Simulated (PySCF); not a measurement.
A GIAO shielding run with PySCF 2.14.0 with density-fitted response routines (density fitting, non-relativistic, gas phase) on `C1C([P@@H](C)=O)CCC1`, C6H13OP:

```
{"job": {"kind": "nmr", "xc": "PBE0", "basis": "pcSseg-1"}, "charge": 0, "multiplicity": 1}
C      2.753857     0.347918     0.737017
P      1.094246     1.022945     0.375684
O      1.126603     2.388019    -0.153765
C      0.270529    -0.222406    -0.704379
C     -0.313487    -1.359752     0.132821
C     -1.751167    -0.916111     0.465897
C     -1.939764     0.444195    -0.217337
C     -0.935486     0.433078    -1.361572
H      2.721822    -0.679004     1.087255
H      3.341144     0.411670    -0.178773
H      3.218391     0.983205     1.489536
H      0.446697     0.904027     1.606837
H      1.015800    -0.559732    -1.432714
H      0.274901    -1.530429     1.035682
H     -0.319053    -2.287310    -0.440886
H     -2.467538    -1.637619     0.071799
H     -1.913596    -0.845489     1.541094
H     -1.672220     1.254457     0.466728
H     -2.964081     0.601140    -0.551582
H     -1.295786    -0.170952    -2.196872
H     -0.700734     1.435096    -1.721117
```

Hardware: 1 thread of an x86-64 server CPU, shared host. The job also computes population analyses, field gradients, ring-centre shieldings.

Task: How large is the calculation?

Result: 72 electrons, 208 basis functions and 1098 auxiliary functions.

Task: How long does it take?

Result: 33 s of wall time, with 14 SCF cycles and 4 response iterations. Times on a shared host scatter by some tens of per cent.
